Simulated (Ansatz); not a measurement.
Input for Ansatz (a quantum-chemistry and plane-wave program): R-CCSD(T)/aug-cc-pVTZ on CH5NO (a complex).

Ansatz 0.2 input:
```yaml
crystal:
  periodic: [false, false, false]
  atoms:
    - {symbol: H, position_ang: [-0.31464169, -0.21504588, 0.47386967]}
    - {symbol: H, position_ang: [0.00558872, -0.00639791, -0.16753557]}
    - {symbol: N, position_ang: [0.97302799, 0.69628619, 3.30529353]}
    - {symbol: C, position_ang: [-0.10162329, -0.01667039, 3.72155516]}
    - {symbol: O, position_ang: [-0.89303854, -0.56937865, 2.99126184]}
    - {symbol: H, position_ang: [1.15304325, 0.79253010, 2.31898976]}
    - {symbol: H, position_ang: [1.59399156, 1.13314147, 3.96287162]}
    - {symbol: H, position_ang: [-0.18779639, -0.04553007, 4.82310382]}
basis:
  gaussian:
    orbitals: aug-cc-pVTZ
magnetization: {spin_polarized: false}
correlation: {method: ccsd_t, electrons: outside_noble_gas}
scf: {lower_state_search: off}
```

### Question
Predict the final total energy.

### Answer
-170.8313 hartree (reference determinant -170.1384, T1 diagnostic 0.015).

### Question
How many basis functions does it have, and what does it roughly cost on one machine?

### Answer
253 functions; very roughly 12 core-minutes.
